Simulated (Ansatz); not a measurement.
Method: PBE-D3(BJ)/def2-TZVP in Ansatz (a quantum-chemistry and plane-wave program). No frequencies were computed at this level.

Ansatz 0.2 input:
```yaml
crystal:
  periodic: [false, false, false]
  atoms:
    - { symbol: C, position_ang: [-1.480857, -0.133234, 0.131492] }
    - { symbol: C, position_ang: [-0.299094, 0.714726, -0.224453] }
    - { symbol: O, position_ang: [-0.381831, 1.855453, -0.595035] }
    - { symbol: Ge, position_ang: [1.499883, -0.158022, -0.041872] }
    - { symbol: H, position_ang: [-1.520709, -0.972759, -0.562594] }
    - { symbol: H, position_ang: [-1.336856, -0.538316, 1.132902] }
    - { symbol: H, position_ang: [-2.409236, 0.431865, 0.082081] }
    - { symbol: H, position_ang: [2.555176, 0.671362, -0.688214] }
    - { symbol: H, position_ang: [1.513391, -1.534787, -0.635133] }
    - { symbol: H, position_ang: [1.860132, -0.336289, 1.400826] }
basis:
  gaussian: { orbitals: def2-tzvp }
hamiltonian:
  xc: pbe
  dispersion: d3bj
relax:
  max_steps: 150
```

Output:

```
Functional definition: PBE
1133 factors; their error is unknown
mean field evaluation 1: about -60714.6287 eV, gradient 7.0e1 eV
mean field evaluation 2: about -60684.9277 eV, gradient 1.3e2 eV
mean field evaluation 4: about -60724.0104 eV, gradient 1.3e1 eV
mean field evaluation 8: about -60724.3463 eV, gradient 3.2e-1 eV
mean field evaluation 16: about -60724.3241 eV, gradient 6.1e-3 eV
mean field -60724.32407887 eV, -2231.5777494732 hartree, gradient 3.6e-5 eV, S^2 0.000000; 0 other end points of the search recorded, 0 dependent functions left out
reference -60724.32411968 eV, -2231.5777509730 hartree; 29, 29 occupied and 148, 148 virtual orbitals, 1133 factors
relax step   1: F+E_penalty+E_count = -60724.51032547 eV  Δ(F+E_penalty+E_count) = +0.000e0 eV  max|allowed force component| = 1.037e0 eV/Å  Δτ_max = 0.0000 Å  (30 SCF iters, accepted)
these checks for a lower state are left out or cut short: starts, cluster_reference, orbital_swaps, neighbouring_geometries, increment
1133 factors; their error is unknown
mean field -60724.42467173 eV, -2231.5814461928 hartree, gradient 1.9e-5 eV, S^2 0.000000; 0 other end points of the search recorded, 0 dependent functions left out
reference -60724.42471289 eV, -2231.5814477052 hartree; 29, 29 occupied and 148, 148 virtual orbitals, 1133 factors
relax step   2: F+E_penalty+E_count = -60724.60944204 eV  Δ(F+E_penalty+E_count) = -9.912e-2 eV  max|allowed force component| = 1.778e-1 eV/Å  Δτ_max = 0.0593 Å  (32 SCF iters, accepted)
these checks for a lower state are left out or cut short: starts, cluster_reference, orbital_swaps, neighbouring_geometries, increment
1133 factors; their error is unknown
mean field evaluation 32: about -60724.4304 eV, gradient 5.7e-3 eV
mean field -60724.43044935 eV, -2231.5816585161 hartree, gradient 1.9e-5 eV, S^2 0.000000; 0 other end points of the search recorded, 0 dependent functions left out
reference -60724.43049066 eV, -2231.5816600345 hartree; 29, 29 occupied and 148, 148 virtual orbitals, 1133 factors
relax step   3: F+E_penalty+E_count = -60724.61419362 eV  Δ(F+E_penalty+E_count) = -4.752e-3 eV  max|allowed force component| = 1.041e-1 eV/Å  Δτ_max = 0.0266 Å  (32 SCF iters, accepted)
these checks for a lower state are left out or cut short: starts, cluster_reference, orbital_swaps, neighbouring_geometries, increment
1133 factors; their error is unknown
mean field -60724.43095518 eV, -2231.5816771053 hartree, gradient 1.9e-5 eV, S^2 0.000000; 0 other end points of the search recorded, 0 dependent functions left out
reference -60724.43099655 eV, -2231.5816786256 hartree; 29, 29 occupied and 148, 148 virtual orbitals, 1133 factors
relax step   4: F+E_penalty+E_count = -60724.61452949 eV  Δ(F+E_penalty+E_count) = -3.359e-4 eV  max|allowed force component| = 1.047e-1 eV/Å  Δτ_max = 0.0168 Å  (32 SCF iters, accepted)
these checks for a lower state are left out or cut short: starts, cluster_reference, orbital_swaps, neighbouring_geometries, increment
1133 factors; their error is unknown
mean field -60724.43126927 eV, -2231.5816886478 hartree, gradient 1.9e-5 eV, S^2 0.000000; 0 other end points of the search recorded, 0 dependent functions left out
reference -60724.43131061 eV, -2231.5816901672 hartree; 29, 29 occupied and 148, 148 virtual orbitals, 1133 factors
relax step   5: F+E_penalty+E_count = -60724.61495265 eV  Δ(F+E_penalty+E_count) = -4.232e-4 eV  max|allowed force component| = 2.151e-2 eV/Å  Δτ_max = 0.0065 Å  (33 SCF iters, accepted)
these checks for a lower state are left out or cut short: starts, cluster_reference, orbital_swaps, neighbouring_geometries, increment
1133 factors; their error is unknown
mean field -60724.43137340 eV, -2231.5816924746 hartree, gradient 1.9e-5 eV, S^2 0.000000; 0 other end points of the search recorded, 0 dependent functions left out
reference -60724.43141475 eV, -2231.5816939941 hartree; 29, 29 occupied and 148, 148 virtual orbitals, 1133 factors
relax step   6: F+E_penalty+E_count = -60724.61502042 eV  Δ(F+E_penalty+E_count) = -6.777e-5 eV  max|allowed force component| = 2.102e-2 eV/Å  Δτ_max = 0.0104 Å  (33 SCF iters, accepted)
these checks for a lower state are left out or cut short: starts, cluster_reference, orbital_swaps, neighbouring_geometries, increment
1133 factors; their error is unknown
mean field -60724.43144845 eV, -2231.5816952326 hartree, gradient 1.9e-5 eV, S^2 0.000000; 0 other end points of the search recorded, 0 dependent functions left out
reference -60724.43148981 eV, -2231.5816967527 hartree; 29, 29 occupied and 148, 148 virtual orbitals, 1133 factors
relax step   7: F+E_penalty+E_count = -60724.61506754 eV  Δ(F+E_penalty+E_count) = -4.712e-5 eV  max|allowed force component| = 2.097e-2 eV/Å  Δτ_max = 0.0088 Å  (33 SCF iters, accepted)
these checks for a lower state are left out or cut short: starts, cluster_reference, orbital_swaps, neighbouring_geometries, increment
1133 factors; their error is unknown
mean field evaluation 64: about -60724.4556 eV, gradient 5.7e-4 eV
mean field -60724.43146676 eV, -2231.5816959053 hartree, gradient 1.9e-5 eV, S^2 0.000000; 0 other end points of the search recorded, 0 dependent functions left out
reference -60724.43150812 eV, -2231.5816974254 hartree; 29, 29 occupied and 148, 148 virtual orbitals, 1133 factors
relax step   8: F+E_penalty+E_count = -60724.61507730 eV  Δ(F+E_penalty+E_count) = -9.761e-6 eV  max|allowed force component| = 9.684e-3 eV/Å  Δτ_max = 0.0081 Å  (33 SCF iters, accepted)
1133 factors; their error is unknown
mean field -60724.43146676 eV, -2231.5816959053 hartree, gradient 1.9e-5 eV, S^2 0.000000; 1 other end points of the search recorded, 0 dependent functions left out
reference -60724.43150812 eV, -2231.5816974254 hartree; 29, 29 occupied and 148, 148 virtual orbitals, 1133 factors
Total energy: -60724.61511867 eV, -2231.5884449886 hartree
Atom 0 at    -1.500913    -0.131606     0.131735 Å, force     0.000309     0.005267    -0.005223 eV/Å
Atom 1 at    -0.295589     0.707972    -0.216349 Å, force     0.006854     0.002627     0.003602 eV/Å
Atom 2 at    -0.375206     1.865250    -0.575835 Å, force    -0.009684    -0.009069     0.002350 eV/Å
Atom 3 at     1.537124    -0.174948    -0.043751 Å, force     0.000989    -0.002511     0.000607 eV/Å
Atom 4 at    -1.543375    -1.005464    -0.538232 Å, force    -0.001230     0.002379    -0.000186 eV/Å
Atom 5 at    -1.396343    -0.528561     1.154295 Å, force     0.004260     0.003476    -0.000096 eV/Å
Atom 6 at    -2.423948     0.456569     0.045031 Å, force    -0.001980    -0.000710    -0.001028 eV/Å
Atom 7 at     2.578337     0.732224    -0.730205 Å, force    -0.001159    -0.000009     0.000307 eV/Å
Atom 8 at     1.538541    -1.586460    -0.685648 Å, force     0.001335    -0.000824    -0.000157 eV/Å
Atom 9 at     1.881369    -0.334976     1.458957 Å, force     0.000306    -0.000626    -0.000176 eV/Å
Dipole moment:    -0.131247    -0.441000     0.143975 e Å
```

Cost: about 26 core-seconds (a rough figure).
